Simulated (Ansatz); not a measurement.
H3AlBO, SMILES `O[B-][AlH2]` (excited triplet) (charge -1, multiplicity 3). This triplet is an excited state, 0.48 eV above the relaxed singlet at the level frozen-core CCSD(T)/aug-cc-pVTZ // B3LYP-D3(BJ)/def2-TZVPD (Ansatz, a first-principles code).

Cartesian coordinates (Å):
```xyz
6

O     -2.0840    -0.3652     0.0862
B     -0.7780    -0.7784     0.2638
Al     1.1201    -0.0120     0.0309
H     -2.1543     0.5435    -0.2445
H      2.4341    -0.8814     0.3685
H      1.4621     1.4935    -0.5049
```
Charge -1, spin multiplicity 3.

Frozen-core energies in aug-cc-pVDZ from Ansatz at a geometry from B3LYP-D3(BJ)/def2-TZVPD; the HF reference has <S^2> = 2.02 and the T1 diagnostic is 0.022.

```csv
level,energy (Ha),difference from CCSDT(Q) (mHa)
HF,-343.18964,399.03
MP2,-343.53856,50.11
CCSD,-343.57356,15.11
CCSD(T),-343.58625,2.43
CCSDT,-343.58772,0.95
CCSDT(Q),-343.58868,0.00
```
